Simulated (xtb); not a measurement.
C6H12, charge +1, doublet, from a rough starting geometry (a state made from the parent by changing its charge; the spin is typed, not shown lowest); GFN2-xTB (xtb).

Input for xtb:
```
$ xtb mol.xyz --gfn 2 --chrg 1 --uhf 1 --opt vtight --json

# file mol.xyz
18

C     -0.67606600     1.19779603    -0.66745326
C      0.75114755     1.21598004    -0.08512287
C      1.45426586    -0.09890135    -0.06219274
C      0.68248111    -1.08275740     0.69698565
C     -0.73631118    -1.23543546     0.14190808
C     -1.47590152     0.05594491     0.06923750
H     -0.60772292     0.82566547    -1.70718481
H     -1.12263836     2.14011391    -0.63606609
H      1.28926140     1.96425760    -0.73943427
H      0.69039232     1.64192840     0.88693547
H      1.51147873    -0.42924919    -1.20432349
H      2.46236363    -0.04824714     0.24349387
H      1.16395981    -2.08925762     0.64117255
H      0.61664169    -0.76923459     1.72171044
H     -1.32728772    -1.97116333     0.70386505
H     -0.67904686    -1.60105982    -0.87152329
H     -1.55358889     0.44225331     1.17676265
H     -2.48526716    -0.01784199    -0.30285492
```

### Question
Predict the main parts of the log of this xtb run.

### Answer

```
   ID    Z sym.   atoms
    1    6 C      1-6
    2    1 H      7-18

           -------------------------------------------------
          |                Calculation Setup                |
           -------------------------------------------------

           -------------------------------------------------
          |                 G F N 2 - x T B                 |
           -------------------------------------------------

          ...................................................
          :                      SETUP                      :
          :.................................................:
          :  # basis functions                  36          :
          :  # atomic orbitals                  36          :
          :  # shells                           24          :
          :  # electrons                        35          :
          :  max. iterations                   250          :
          :  Hamiltonian                  GFN2-xTB          :
          :  restarted?                      false          :
          :  GBSA solvation                  false          :
          :  PC potential                    false          :
          :  electronic temp.          300.0000000     K    :
          :  accuracy                    1.0000000          :
          :  -> integral cutoff          0.2500000E+02      :
          :  -> integral neglect         0.1000000E-07      :
          :  -> SCF convergence          0.1000000E-05 Eh   :
          :  -> wf. convergence          0.1000000E-03 e    :
          :  Broyden damping             0.4000000          :
          :  net charge                          1          :
          :  unpaired electrons                  1          :
          ...................................................

 iter      E             dE          RMSdq      gap      omega  full diag
   1    -18.7166807 -0.187167E+02  0.248E+00   12.19       0.0  T
   2    -18.7445833 -0.279026E-01  0.134E+00   12.10       1.0  T
   3    -18.7447085 -0.125189E-03  0.858E-01   12.10       1.0  T
   4    -18.7421663  0.254221E-02  0.501E-01   12.02       1.0  T
   5    -18.7462704 -0.410409E-02  0.273E-01   12.04       1.0  T
   6    -18.7475411 -0.127070E-02  0.141E-01   12.06       1.0  T
   7    -18.7478336 -0.292495E-03  0.309E-02   12.06       1.0  T
   8    -18.7478360 -0.235363E-05  0.118E-02   12.06       2.0  T
   9    -18.7478375 -0.153053E-05  0.269E-03   12.06       8.7  T
[...]
 * total energy  :   -18.4834060 Eh     change       -0.4861076E-03 Eh
 * total energy  :   -18.4848093 Eh     change       -0.1403251E-02 Eh
 * total energy  :   -18.4850189 Eh     change       -0.2096092E-03 Eh
 * total energy  :   -18.4850762 Eh     change       -0.5733146E-04 Eh
 * total energy  :   -18.4850862 Eh     change       -0.1003801E-04 Eh
 * total energy  :   -18.4850933 Eh     change       -0.7081741E-05 Eh
 * total energy  :   -18.4850980 Eh     change       -0.4677853E-05 Eh
 * total energy  :   -18.4851025 Eh     change       -0.4539859E-05 Eh
 * total energy  :   -18.4851045 Eh     change       -0.1949956E-05 Eh
 * total energy  :   -18.4851049 Eh     change       -0.4346450E-06 Eh
 * total energy  :   -18.4851052 Eh     change       -0.2256300E-06 Eh
 * total energy  :   -18.4851052 Eh     change       -0.6279088E-07 Eh
   *** GEOMETRY OPTIMIZATION CONVERGED AFTER 15 ITERATIONS ***
         :: total energy             -18.485105214883 Eh    ::
[...]
     #   Z sym  total        # sym  WBO       # sym  WBO       # sym  WBO
 ---------------------------------------------------------------------------
     1   6 C    3.953 --     8 H    0.971     7 H    0.971     2 C    0.929
                             6 C    0.929
     2   6 C    3.972 --     3 C    1.075    10 H    0.966     1 C    0.929
                             9 H    0.861
     3   6 C    3.972 --     2 C    1.075    11 H    0.966     4 C    0.929
                            12 H    0.861
     4   6 C    3.953 --    13 H    0.971    14 H    0.971     5 C    0.929
                             3 C    0.929
     5   6 C    3.972 --     6 C    1.075    16 H    0.966     4 C    0.929
                            15 H    0.861
     6   6 C    3.972 --     5 C    1.075    17 H    0.966     1 C    0.929
                            18 H    0.861
     7   1 H    0.992 --     1 C    0.971
     8   1 H    0.991 --     1 C    0.971
     9   1 H    0.973 --     2 C    0.861
    10   1 H    0.992 --     2 C    0.966
    11   1 H    0.992 --     3 C    0.966
    12   1 H    0.973 --     3 C    0.861
    13   1 H    0.991 --     4 C    0.971
    14   1 H    0.992 --     4 C    0.971
    15   1 H    0.973 --     5 C    0.861
    16   1 H    0.992 --     5 C    0.966
    17   1 H    0.992 --     6 C    0.966
    18   1 H    0.973 --     6 C    0.861
 ---------------------------------------------------------------------------

Topologies differ in total number of bonds
Writing topology from bond orders to xtbtopo.mol

molecular dipole:
                 x           y           z       tot (Debye)
 q only:       -0.005       0.015       0.001
   full:       -0.005       0.015       0.001       0.040
molecular quadrupole (traceless):
                xx          xy          yy          xz          yz          zz
 q only:        3.397       1.064       1.322       0.323      -2.514      -4.718
  q+dip:        2.624       0.994       0.835       0.153      -1.739      -3.459
   full:        3.464       1.452       0.937       0.157      -2.190      -4.401

optimized geometry written to: xtbopt.xyz

           -------------------------------------------------
          | TOTAL ENERGY              -18.485105214883 Eh   |
          | GRADIENT NORM               0.000055801748 Eh/α |
          | HOMO-LUMO GAP              12.424635684773 eV   |
           -------------------------------------------------
```
